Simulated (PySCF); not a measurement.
**Two-component Hartree-Fock for Cl (chlorine, neutral)**

Start: [Ne] 3s2 3p5; 3p1/2 filled at m_j = -1/2, +1/2; 3p3/2 filled at m_j = -1/2, +1/2, +3/2. Calculated with PySCF 2.14 in x2c-TZVPall-2c with one added diffuse shell each of s, p type (6s7p2d1f, 44 functions): generalised Hartree-Fock with the X2C-1e Hamiltonian and a Gaussian nucleus; one run each with spin-orbit coupling (SO) switched off, then screened by Boettger's factors.

```json
{"spinor shell": "1s1/2", "electrons": "2", "ε, spin-free (eV)": "-2864.2", "ε, screened SO (eV)": "-2864.2", "weight of nominal j (screened SO)": "1.000", "rms radius, screened SO (bohr)": "0.105"}
{"spinor shell": "2s1/2", "electrons": "2", "ε, spin-free (eV)": "-290.46", "ε, screened SO (eV)": "-290.44", "weight of nominal j (screened SO)": "1.000", "rms radius, screened SO (bohr)": "0.479"}
{"spinor shell": "2p1/2", "electrons": "2", "ε, spin-free (eV)": "-219.69", "ε, screened SO (eV)": "-221.04", "weight of nominal j (screened SO)": "0.993", "rms radius, screened SO (bohr)": "0.449"}
{"spinor shell": "2p3/2", "electrons": "4", "ε, spin-free (eV)": "-219.69", "ε, screened SO (eV)": "-219.00", "weight of nominal j (screened SO)": "0.996", "rms radius, screened SO (bohr)": "0.452"}
{"spinor shell": "3s1/2", "electrons": "2", "ε, spin-free (eV)": "-29.406", "ε, screened SO (eV)": "-29.399", "weight of nominal j (screened SO)": "0.999", "rms radius, screened SO (bohr)": "1.67"}
{"spinor shell": "3p1/2", "electrons": "2", "ε, spin-free (eV)": "-13.805", "ε, screened SO (eV)": "-13.802", "weight of nominal j (screened SO)": "0.646", "rms radius, screened SO (bohr)": "2.02"}
{"spinor shell": "3p3/2", "electrons": "3", "ε, spin-free (eV)": "-13.805", "ε, screened SO (eV)": "-13.811", "weight of nominal j (screened SO)": "0.764", "rms radius, screened SO (bohr)": "2.02"}
```

```json
{"quantity": "E (hartree)", "spin-free": "-460.88325", "screened SO": "-460.88571"}
{"quantity": "M_J", "spin-free": "3/2", "screened SO": "3/2"}
{"quantity": "⟨J²⟩", "spin-free": "3.763", "screened SO": "3.763"}
{"quantity": "⟨L²⟩", "spin-free": "2.009", "screened SO": "2.009"}
{"quantity": "⟨S²⟩", "spin-free": "0.754", "screened SO": "0.754"}
```

Each row is a mean over spinors that exchange with the open shell spreads, by up to 3.348 eV (3s1/2).

Rows whose weight is well below 1 are mixtures of j = l ± 1/2: exchange outweighs spin-orbit coupling there, and the label is only the starting occupation.

Without spin-orbit coupling the j labels of p, d and f shells carry no meaning; the spin-free column gives the mean over the occupied spinors of each nl shell.
